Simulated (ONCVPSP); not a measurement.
## Logarithmic derivatives: S, ONCV

- Element: S
- Generator: ONCVPSP 4.0.1
- Type: optimised norm-conserving Vanderbilt (ONCV)
- Functional: LDA (Perdew-Zunger)
- Relativity: scalar-relativistic
- Frozen core: [He]
- Valence charge: 14
- Reference configuration: 2s2 2p6 3s1 3p5
- Partial waves: 2s+3s: rc 0.80 bohr, ncon 4, nbas 9, qcut 19.3 1/bohr, 2 projectors; 2p+3p: rc 0.65 bohr, ncon 3, nbas 7, qcut 17.3 1/bohr, 2 projectors
- Local potential: polynomial inside 0.45 bohr (lpopt 5, dvloc0 0 Ha)
- Core correction: none

The phase is arctan(r·R′/R) of the radial function R(r), unwrapped; energies in Ha, scanned from -9 to 5 Ha. A pole is an energy at which the radial function vanishes at the test radius. The pseudo phase is shifted by a multiple of π to meet the all-electron one at the reference energy, and phase errors are pseudo minus all-electron; the curves can meet again beyond the range given. Levels narrower than the energy grid can be missing from the lists of poles.

Task: For each channel, where are the poles, and over which energies does the pseudopotential scatter like the atom?

Result:

```json
{"channel": "s", "radius (bohr)": "0.81", "reference energy (Ha)": "-0.66", "poles, all-electron": "-6.11", "poles, pseudo": "-6.11", "unbroken range about the reference energy with phases within 0.05 rad": "the whole range", "phase error 1 Ha above the reference energy (rad)": "+0.000"}
{"channel": "p", "radius (bohr)": "0.66", "reference energy (Ha)": "-0.28", "poles, all-electron": "-2.57", "poles, pseudo": "-2.57", "unbroken range about the reference energy with phases within 0.05 rad": "the whole range", "phase error 1 Ha above the reference energy (rad)": "+0.000"}
```

Phases in the s channel:

```
E (Ha)  all-electron  pseudo
 -8.96        -0.755  -0.754
 -8.24        -1.135  -1.135
 -7.52        -1.351  -1.351
 -6.80        -1.483  -1.483
 -6.08        -1.574  -1.574
 -5.36        -1.643  -1.643
 -4.64        -1.700  -1.700
 -3.92        -1.750  -1.750
 -3.20        -1.797  -1.797
 -2.48        -1.844  -1.844
 -1.76        -1.893  -1.893
 -1.04        -1.947  -1.947
 -0.32        -2.009  -2.009
  0.40        -2.082  -2.082
  1.12        -2.172  -2.172
  1.84        -2.286  -2.286
  2.56        -2.434  -2.434
  3.28        -2.628  -2.628
  4.00        -2.875  -2.875
  4.72        -3.162  -3.162
```
